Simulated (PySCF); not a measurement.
# One molecule, a ladder of functionals, a line

Molecule: `[NH3+][BH2-]CC(F)F`, C2H8BF2N.

Molfile (atoms numbered from 1):
```
C2H8BF2N
     RDKit          3D

 14 13  0  0  0  0  0  0  0  0999 V2000
    1.4605    0.4513    0.3378 N   0  0  0  0  0  0  0  0  0  0  0  0
    0.6798   -0.9567    0.0725 B   0  0  0  0  0  0  0  0  0  0  0  0
   -0.8017   -0.6331   -0.5354 C   0  0  0  0  0  0  0  0  0  0  0  0
   -1.4221    0.6421   -0.0581 C   0  0  0  0  0  0  0  0  0  0  0  0
   -1.2683    0.8064    1.2917 F   0  0  0  0  0  0  0  0  0  0  0  0
   -0.7770    1.7173   -0.6263 F   0  0  0  0  0  0  0  0  0  0  0  0
    2.4087    0.2757    0.6673 H   0  0  0  0  0  0  0  0  0  0  0  0
    1.5014    1.0386   -0.4963 H   0  0  0  0  0  0  0  0  0  0  0  0
    0.9616    0.9888    1.0506 H   0  0  0  0  0  0  0  0  0  0  0  0
    1.3842   -1.5865   -0.7081 H   0  0  0  0  0  0  0  0  0  0  0  0
    0.6444   -1.4847    1.1778 H   0  0  0  0  0  0  0  0  0  0  0  0
   -0.8088   -0.5807   -1.6373 H   0  0  0  0  0  0  0  0  0  0  0  0
   -1.4739   -1.4636   -0.2666 H   0  0  0  0  0  0  0  0  0  0  0  0
   -2.4968    0.7697   -0.2762 H   0  0  0  0  0  0  0  0  0  0  0  0
  1  2  1  0
  2  3  1  0
  3  4  1  0
  4  5  1  0
  4  6  1  0
  1  7  1  0
  1  8  1  0
  1  9  1  0
  2 10  1  0
  2 11  1  0
  3 12  1  0
  3 13  1  0
  4 14  1  0
M  CHG  2   1   1   2  -1
M  END
```

GIAO shieldings (ppm, equivalent atoms averaged) in PySCF 2.14 on the PBE0-D3(BJ)/def2-SVP geometry, basis pcSseg-1, gas phase, non-relativistic:

| functional | exact exchange (%) | σ(C4) | σ(F5/F6) |
| --- | --- | --- | --- |
| BLYP | 0 | 41.5 | 273.1 |
| BP86 | 0 | 47.6 | 276.3 |
| PBE | 0 | 47.9 | 274.1 |
| B3LYP | 20 | 49.6 | 290.3 |
| mPW1PW91 | 25 | 56.5 | 295.8 |
| BHandHLYP | 50 | 60.5 | 310.8 |
| HF | 100 | 78.4 | 338.9 |

(1) Fit each shielding as a line in the percentage of exact exchange.

(2) What does the line predict for PBE0 (25 %), and what does the run give?

## Answers

(1) σ(C4) = 45.5 + 0.32 x (rms 2.4 ppm); σ(F5/F6) = 276.1 + 0.65 x (rms 2.3 ppm). The functionals also differ in their semilocal parts, which the line can't hold; Hartree–Fock has no correlation at all.

(2) σ(C4): 53.5 predicted, 57.4 computed; σ(F5/F6): 292.4 predicted, 295.0 computed ppm.
